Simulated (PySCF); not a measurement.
NMR data simulated for an unnamed compound:

$^{1}$H NMR (400 MHz, computed): δ 5.58 (m, 2H), 4.71 (q, 2H), 0.53 (t, 3H).

$^{13}$C{$^{1}$H} NMR (computed): δ 142.4 (C), 135.3 (C), 121.4 (C), 118.3 (C), 88.7 (CH2), -5.6 (CH3).

All values are calculated (PySCF): geometry from GFN2-xTB, PBE0/pcSseg-1 with gauge-including orbitals. Equivalent nuclei averaged, one conformer, no solvent, no relativistic terms.

Chemical shifts δ = σref − σ; $^{1}$H, $^{13}$C vs TMS, all at this level.

Problem. Which of these does the molecule contain: a Si–H bond, an amide, a non-aromatic C=C double bond, a nitrile, a carboxylic acid, a CH3CH2 unit?

Solution. 
- A Si–H bond: yes (δH 4.71 (q)).
- An amide: no.
- A non-aromatic C=C double bond: yes.
- A nitrile: yes (δC 121.4).
- A carboxylic acid: no.
- A CH3CH2 unit: no.

The data belong to SMILES C[SiH2]/C(C#N)=C(/C#N)CF, C6H7FN2Si; they needn't prove each group on their own.

Carbon signals by region: 4 in the sp2 and nitrile region (100–160 ppm), 1 at 50–100 ppm, 1 below 50 ppm.

Splittings by $^{19}$F in the carbon and heteronuclear signals aren't shown, as no couplings were computed. Shifts are as computed. Against solution values, carbons near 30 ppm lie about +3 ppm off and those near 130 ppm about +5 ppm. Of 1309 compounds with measured shifts, 239 miss one by over three times the rms of a fit or turn the order of signals round; such compounds aren't used in these exercises. No couplings were computed; multiplicities are counted from neighbouring protons, with m where these are inequivalent, close in shift, in a saturated or five-membered ring or joined by F or P, and br s for small geminal =CH2 splittings.
